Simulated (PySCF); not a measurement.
GaF₃, optimised at B3LYP/6-31G*:

```xyz
4

Ga     0.3407    -0.1349    -0.2252
F     -0.1452     0.7661    -1.6241
F     -0.1680    -1.7811    -0.0348
F      1.3350     0.6101     0.9835
```

Method: PySCF energies (xtb for GFN2) plus ideal-gas RRHO corrections (1 bar). 6-31G* has spherical d functions here. All species are closed-shell singlets. B3LYP is the form with VWN-RPA correlation. Ga: all electrons, no relativistic terms.

Question: List the harmonic frequencies (cm⁻¹, unscaled) at this level and at the other levels, each on its own geometry.

Answer: 
- B3LYP/6-31G*: 188, 188, 199, 657, 746, 746
- GFN2-xTB: 109, 109, 144, 412, 501, 501
- HF/6-31G*: 209, 209, 220, 713, 798, 798
- PBE/def2-SVP: 177, 178, 190, 646, 742, 742
- PBE0/def2-TZVP: 184, 185, 202, 671, 754, 754
